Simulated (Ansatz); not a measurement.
Reaction (formal exchange of groups at the Si–N bond): `[SiH3][N]([SiH3])[AlH][Cl]` + `[AlH2][SiH2][SiH3]` → `[AlH2][SiH]([SiH3])[SiH3]` + `[SiH3][NH][AlH][Cl]`

Gas-phase electronic energies from Ansatz, PBE0-D4/def2-TZVP geometries. CCSD(T)/CBS is the MP2 limit (def2-TZVPP, def2-QZVPP) plus CCSD(T) − MP2 in def2-TZVPP, frozen cores. Functionals use def2-TZVPP. One conformer a species, not always the lowest.

```tsv
level	ΔE (eV)
PBE0	0.24
MP2/def2-TZVPP	0.44
CCSD/def2-TZVPP	0.42
HF/def2-QZVPP	0.53
```

Question: What does CCSD(T)/CBS give? (Best estimate.)

Answer: The calculation gave: +0.39 eV. The listed levels differ from it by -0.15, 0.05, 0.03, 0.14 eV.

Largest T1 diagnostic among the species: 0.014.

The D4 term adds +0.04 eV with B3LYP and +0.02 eV with PBE0; it sums over pairs of atoms, weighted by their polarisabilities, and B3LYP, whose exchange is more repulsive, gets the larger term. In def2-TZVPP, CCSD(T) changes the Hartree–Fock value by −0.11 eV (the triples alone add −0.02 eV) and MP2 by −0.07 eV. From PBE to PBE0 (25 % exact exchange), in def2-TZVPP and without D4, ΔE moves by +0.06 eV.

B3LYP here is the variant with VWN-RPA as its local correlation; programs differ in this.
